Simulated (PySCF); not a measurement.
## Cl⁵⁺: ionisation energy

Cl⁵⁺ [Ne] 3s2 (1S) → Cl⁶⁺ [Ne] 3s1 (2S), as a difference of total energies. All numbers are calculated (PySCF 2.14, scalar relativity by spin-free X2C-1e, in an uncontracted even-tempered set (19 s from 0.19 bohr⁻², ratio 2.5; 12 p from 0.24 bohr⁻², ratio 2.5; 5 d from 1.2 bohr⁻², ratio 2.7; 5 f from 1.8 bohr⁻², ratio 2.7)). Correlated levels: outer shells: 1s2 frozen; virtual orbitals above 40 to 60 times the deepest correlated orbital energy dropped. The calculations carry no spin-orbit coupling.

| method | ionisation energy (eV) | difference from reference (eV) |
| --- | --- | --- |
| UHF | 94.974 | -1.966 |
| LDA | 96.970 | +0.030 |
| PBE | 96.860 | -0.080 |
| PBE0 | 96.632 | -0.308 |
| r2SCAN | 95.936 | -1.004 |
| BLYP | 96.966 | +0.026 |
| MP2 (outer shells) | 96.531 | -0.409 |
| SCS-MP2 (outer shells) | 96.679 | -0.261 |

Reference: 96.94 ± 0.04 eV (semi-empirical (NIST evaluation); NIST Atomic Spectra Database, ionization energies).

MP2 underrates the near-degeneracy of ns² with np² in the lower species.
